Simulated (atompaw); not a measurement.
# Plane-wave convergence, PAW (atompaw) potential for In (Z = 49)

- Element: In
- Generator: atompaw 4.2.0.5
- Type: PAW
- Functional: LDA (PW92)
- Relativity: scalar-relativistic
- Frozen core: [Kr] 4d10
- Valence charge: 3
- Reference configuration: 5s1.5 5p0 (charge +1.5)
- Partial waves: 5s (bound): rc 2.55 bohr; 5s channel at -0.4 Ry: rc 2.45 bohr; 5p (bound, empty): rc 2.55 bohr; 5p channel at 1.8 Ry: rc 2.55 bohr
- Local potential: bessel scheme, radius 2.30 bohr
- Core correction: smooth core density matched at 1.40 bohr
- Augmentation charge: sinc compensation charge, radius 1.95 bohr; PAW radius 2.55 bohr; waves and projectors: custom rrkj gramschmidtortho

The pseudo-atom Hamiltonian at the reference potential is diagonalised in spherical Bessel functions j_l(qr) that vanish at 20 bohr, with q² up to the cutoff. All-electron valence levels (Ry): 5s -1.4429, 5p -0.9200.

How do the lowest levels (Ry) of each channel move with the cutoff, and are there ghosts?

```tsv
cutoff (Ry)	s #1	p #1	p #2	d #1	f #1	f #2	Σ f·Δε (mRy)
8	-1.4428	-0.9198	-0.3042	-0.4740	-0.1578	-0.0617	0.2
10	-1.4429	-0.9199	-0.3042	-0.4744	-0.1578	-0.0618	0.1
400	-1.4430	-0.9200	-0.3042	-0.4745	-0.1578	-0.0618	0.0
```

Result: no extra level below or beside the all-electron valence levels (s, p, d, f tested); 10 mRy is reached at 6 Ry and 1 mRy at 6 Ry.
